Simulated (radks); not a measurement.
Task: The mean radii <r> (bohr) of the occupied orbitals of an atom or ion are listed with their occupations. Calculated with a radial shooting solver on a logarithmic mesh with Libxc functionals: non-relativistic Kohn-Sham, Slater X-alpha with alpha = 0.662, spin-polarised, spherical densities, point nucleus.

| orbital | occ. | <r> |
|---|---|---|
| 1s up | 1 | 0.07032 |
| 1s down | 1 | 0.07032 |
| 2s up | 1 | 0.3289 |
| 2s down | 1 | 0.3286 |
| 2p up | 3 | 0.2916 |
| 2p down | 3 | 0.2913 |
| 3s up | 1 | 1.018 |
| 3s down | 1 | 1.016 |
| 3p up | 3 | 1.093 |
| 3p down | 3 | 1.088 |
| 3d up | 2 | 1.541 |
| 4s up | 1 | 3.172 |

Name the element and its charge. Open shells, if any, are filled with parallel spins first.

Result: Z = 22, titanium, charge +1: Ti+ in [Ar] 3d2 4s1. The 1s radius gives Z: for a bare nucleus <r> = 1.5/Z, 0.06818 bohr for Z = 22, and screening makes it slightly larger (0.07032 here). The occupations add up to 21, and the charge is Z minus that.
